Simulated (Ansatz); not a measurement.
## Relative stability

Two isomers of C2H5Si2 (charge +1), closed shell, relaxed at PBE0-D4/def2-TZVP (vibrations not checked).

A:

Si1  (-0.026, 1.528, -1.138)
C2  (-0.014, 0.118, -0.074)
C3  (0.719, -1.022, -0.073)
Si4  (-0.462, -1.009, 1.320)
H5  (0.888, 1.626, -2.293)
H6  (-0.947, 2.653, -0.907)
H7  (1.506, -1.421, -0.705)
H8  (0.037, -0.678, 2.665)
H9  (-1.700, -1.795, 1.204)
(Å)

B:

| atom | x (Å) | y (Å) | z (Å) |
| --- | --- | --- | --- |
| Si1 | -0.0026 | 1.8813 | -1.9580 |
| C2 | -0.1991 | 0.4598 | -0.7707 |
| C3 | 0.6345 | 0.0112 | 0.2233 |
| Si4 | 0.1733 | -1.4295 | 1.1319 |
| H5 | -0.9405 | 2.7380 | -1.1280 |
| H6 | -1.0760 | -0.1605 | -1.0043 |
| H7 | 1.5359 | 0.5608 | 0.4834 |
| H8 | -1.0350 | -2.1576 | 0.7057 |
| H9 | 0.9094 | -1.9036 | 2.3166 |

Program: Ansatz 0.2.0. Basis: def2-TZVPP. Cores are frozen in the correlated methods. B3LYP uses VWN-RPA correlation.

(1) Which structure is lower at CCSD(T), and by how much? (An estimate is asked for; the value comes from the calculation.)

The T1 diagnostic stays at or below 0.020. The restricted Hartree–Fock reference is unstable towards an unrestricted one at one or more of these structures.

Answers

(1) Computed: A, by 0.299 eV (electronic energy, against the other). By their contacts, A is C₂H₅Si₂ ([SiH2][C]1[CH][SiH2]1), total charge +1 and B is C₂H₅Si₂ ([SiH][CH][CH][SiH2]), total charge +1.

All methods give the same order:

| method | E(B) − E(A) (eV) |
| --- | --- |
| PBE-D4 | 0.126 |
| r2SCAN-D4 | 0.300 |
| PBE0-D4 | 0.273 |
| B3LYP-D4 | 0.114 |
| wB97M-V | 0.276 |
| HF | 0.324 |
| MP2 | 0.514 |
| CCSD | 0.290 |
| CCSD(T) | 0.299 |

Labels in which every atom is bracketed show which atoms are joined, not bond orders.
